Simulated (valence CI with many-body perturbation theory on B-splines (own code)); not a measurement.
Ga8+: M1 decay

Method: configuration interaction combined with many-body perturbation theory (CI+MBPT): five valence electrons over a frozen Dirac-Fock core [Ar], radial functions for each j: 7 s, 7 p, 8 d, 6 f, 4 g, 1 h, with the one-electron correlation potential Σ1, the two-electron term Σ2, the three-electron term Σ3, Breit, model QED; selected CI, second order for the rest, scaled by the run's own slope (own B-spline code, finite nucleus).

No measured spectrum was set against this ion. As an estimate, terms of the open shell hold to 2 to 4 % of their energy, and close levels can change places; different configurations can be misplaced against each other by 1,000 to 8,000 cm⁻¹. Among the levels kept, up to 410 cm⁻¹ of a level comes from second order outside the variational space, and about a tenth of that is noise between levels of different J, which matters for small intervals. The list stops below the first excitations out of the core. Only levels of the ground parity were solved; by the run's estimate the other parity begins above the list, which can be wrong where configurations are misplaced.

Lines 1 to 50 of 120 in falling wavelength, among levels below 479880 cm⁻¹, chosen from the decays that carry over 1 % of a level's rate. Wavelengths and rates use the calculated energies, so an error of 2000 cm⁻¹ moves a line at 4577 nm by 92 % and its rate by three times that or more. S is in atomic units (e²a₀⁴ for E2 and M2, e²a₀⁶ for E3), for M1 in squared Bohr magnetons. Weak lines are less certain than strong ones. Lines between different terms over intervals too small for the method are left out, as are lines whose strength nearly cancels. Intervals below about 2000 cm⁻¹, as at the head of this list, are uncertain by tens of per cent.

Names give the largest LS component (configuration and term), which can be under half, so a name can repeat, a term be missing and a line seem to break the LS rules; names also repeat where a configuration has a term twice. Letters in brackets count levels of one name in rising energy.

| λ vac (nm) | Upper | Lower | Type | A (s⁻¹) | S (a.u.) |
| --- | --- | --- | --- | --- | --- |
| 2.097e+05 | 3d5 4G_9/2 | 3d5 4G_7/2 | M1 | 4.97e-06 | 1.70e+01 |
| 52860 | 3d5 4G_7/2 | 3d5 4G_5/2 | M1 | 2.91e-04 | 1.27e+01 |
| 43230 | 3d5 4G_9/2 | 3d5 4G_11/2 | M1 | 4.36e-04 | 1.31e+01 |
| 24230 | 3d5 2I_13/2 | 3d5 2I_11/2 | M1 | 8.47e-04 | 6.26e+00 |
| 12960 | 3d5 4P_1/2 | 3d5 4P_3/2 | M1 | 2.17e-02 | 3.51e+00 |
| 4577 | 3d5 4F_5/2 | 3d5 2F_7/2 [a] | M1 | 1.76e-01 | 3.74e+00 |
| 3543 | 3d5 2G_9/2 [a] | 3d5 2H_11/2 | M1 | 9.77e-02 | 1.61e+00 |
| 3404 | 3d5 2G_7/2 [a] | 3d5 2H_9/2 | M1 | 1.07e-01 | 1.25e+00 |
| 2179 | 3d5 2F_7/2 [a] | 3d5 2D_5/2 [a] | M1 | 1.94e-01 | 5.93e-01 |
| 2156 | 3d5 4F_5/2 | 3d5 2D_3/2 [a] | M1 | 7.57e-01 | 1.69e+00 |
| 2019 | 3d5 2G_9/2 [a] | 3d5 2H_9/2 | M1 | 9.31e-01 | 2.84e+00 |
| 2003 | 3d5 2H_9/2 | 3d5 4F_9/2 | M1 | 5.31e-01 | 1.58e+00 |
| 1826 | 3d5 4D_1/2 | 3d5 4P_1/2 | M1 | 1.67e+00 | 7.52e-01 |
| 1682 | 3d5 4D_7/2 | 3d5 4P_5/2 | M1 | 9.78e-01 | 1.38e+00 |
| 1641 | 3d5 4F_3/2 | 3d5 2D_3/2 [a] | M1 | 5.05e-01 | 3.31e-01 |
| 1601 | 3d5 4D_1/2 | 3d5 4P_3/2 | M1 | 9.64e-01 | 2.93e-01 |
| 1486 | 3d5 4D_5/2 | 3d5 4P_3/2 | M1 | 1.60e-01 | 1.16e-01 |
| 1481 | 3d5 4D_3/2 | 3d5 4P_3/2 | M1 | 1.31e+00 | 6.30e-01 |
| 1476 | 3d5 4F_5/2 | 3d5 2D_5/2 [a] | M1 | 2.12e-01 | 1.52e-01 |
| 1465 | 3d5 2G_7/2 [a] | 3d5 4F_7/2 | M1 | 1.19e-01 | 1.11e-01 |
| 1379 | 3d5 4F_7/2 | 3d5 2D_5/2 [a] | M1 | 1.19e+00 | 9.23e-01 |
| 1369 | 3d5 2G_7/2 [a] | 3d5 4F_5/2 | M1 | 4.44e-01 | 3.38e-01 |
| 1348 | 3d5 4D_5/2 | 3d5 4P_5/2 | M1 | 7.60e-01 | 4.15e-01 |
| 1345 | 3d5 4D_3/2 | 3d5 4P_5/2 | M1 | 5.73e-01 | 2.07e-01 |
| 1261 | 3d5 2G_7/2 [a] | 3d5 4F_9/2 | M1 | 1.72e-01 | 1.02e-01 |
| 1259 | 3d5 2F_5/2 [a] | 3d5 2D_3/2 [a] | M1 | 4.14e-01 | 1.84e-01 |
| 1131 | 3d5 2G_9/2 [a] | 3d5 4F_7/2 | M1 | 5.48e-01 | 2.94e-01 |
| 1054 | 3d5 2G_7/2 [a] | 3d5 2F_7/2 [a] | M1 | 1.17e+00 | 4.04e-01 |
| 1005 | 3d5 2G_9/2 [a] | 3d5 4F_9/2 | M1 | 8.10e-01 | 3.05e-01 |
| 992.0 | 3d5 2F_5/2 [a] | 3d5 2D_5/2 [a] | M1 | 6.43e+00 | 1.40e+00 |
| 877.5 | 3d5 4D_7/2 | 3d5 4G_9/2 | M1 | 1.07e-01 | 2.14e-02 |
| 873.8 | 3d5 4D_7/2 | 3d5 4G_7/2 | M1 | 1.31e-01 | 2.60e-02 |
| 813.9 | 3d5 2F_5/2 [b] | 3d5 4F_3/2 | M1 | 1.91e+00 | 2.29e-01 |
| 753.9 | 3d5 2F_5/2 [b] | 3d5 4F_7/2 | M1 | 1.33e+00 | 1.27e-01 |
| 727.7 | 3d5 2F_5/2 [b] | 3d5 4F_5/2 | M1 | 3.89e-01 | 3.33e-02 |
| 723.8 | 3d5 2F_7/2 [b] | 3d5 4F_7/2 | M1 | 3.24e-01 | 3.64e-02 |
| 710.2 | 3d5 2G_7/2 [a] | 3d5 2D_5/2 [a] | M1 | 6.82e-02 | 7.25e-03 |
| 699.6 | 3d5 2F_7/2 [b] | 3d5 4F_5/2 | M1 | 1.95e+00 | 1.98e-01 |
| 670.2 | 3d5 2F_7/2 [b] | 3d5 4F_9/2 | M1 | 2.87e+00 | 2.57e-01 |
| 627.8 | 3d5 2F_5/2 [b] | 3d5 2F_7/2 [a] | M1 | 3.64e-01 | 2.00e-02 |
| 615.2 | 3d5 2H_9/2 | 3d5 2I_11/2 | M1 | 1.54e+00 | 1.33e-01 |
| 556.4 | 3d5 2H_11/2 | 3d5 2I_13/2 | M1 | 3.03e+00 | 2.32e-01 |
| 544.0 | 3d5 2F_5/2 [b] | 3d5 2D_3/2 [a] | M1 | 1.04e+00 | 3.72e-02 |
| 543.9 | 3d5 2H_11/2 | 3d5 2I_11/2 | M1 | 5.99e+00 | 4.29e-01 |
| 485.7 | 3d5 2F_7/2 [a] | 3d5 4D_5/2 | M1 | 9.90e-01 | 3.36e-02 |
| 474.6 | 3d5 2F_7/2 [b] | 3d5 2D_5/2 [a] | M1 | 3.86e-01 | 1.22e-02 |
| 471.5 | 3d5 2G_9/2 [a] | 3d5 2I_11/2 | M1 | 1.54e+00 | 5.98e-02 |
| 453.3 | 3d5 2F_7/2 [a] | 3d5 4D_7/2 | M1 | 9.45e-01 | 2.61e-02 |
| 439.9 | 3d5 2D_5/2 [a] | 3d5 4P_3/2 | M1 | 2.40e+00 | 4.55e-02 |
| 439.1 | 3d5 4F_5/2 | 3d5 4D_5/2 | M1 | 1.35e+00 | 2.54e-02 |
